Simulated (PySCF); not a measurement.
SMILES F[Si](F)F (F₃Si), doublet (CAM-B3LYP/def2-SVP optimised geometry):

```
4

F     -1.047     0.764     0.000
Si    -0.558    -0.764     0.000
F     -1.049    -1.434    -1.374
F      1.047    -0.764     0.000
```

Level of theory: unrestricted CAM-B3LYP/def2-TZVP run with PySCF.

Task: What are the frontier orbital energies (α orbitals alone; a β orbital can be the lowest empty one) and the dipole moment?

Result: HOMO-2 -14.40 eV, HOMO-1 -13.95 eV, HOMO -9.41 eV, LUMO 1.67 eV, LUMO+1 1.67 eV; dipole moment 1.37 D.

Meta-Löwdin charges at CAM-B3LYP/def2-TZVP: F1 -0.47, Si2 1.42, F3 -0.47, F4 -0.47.
